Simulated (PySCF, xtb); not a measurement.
SnH2FBr, SMILES [Br][SnH2][F].

Harmonic wavenumbers (cm⁻¹) from GFN2-xTB run with xtb at its own minimum, in rising order: 108, 239, 318, 378, 406, 488, 570, 1405, 1612.

**Question.** What does PBE-D3(BJ)/def2-SVP (PySCF) give at its own minimum? (An estimate is asked for; the answer gives what the named calculation found.)

**Answer.** 127, 257, 402, 491, 609, 624, 638, 1867, 1897. Paired by order, the mean absolute difference is 154 cm⁻¹ and the zero-point energies are 7.9 and 9.9 kcal/mol.
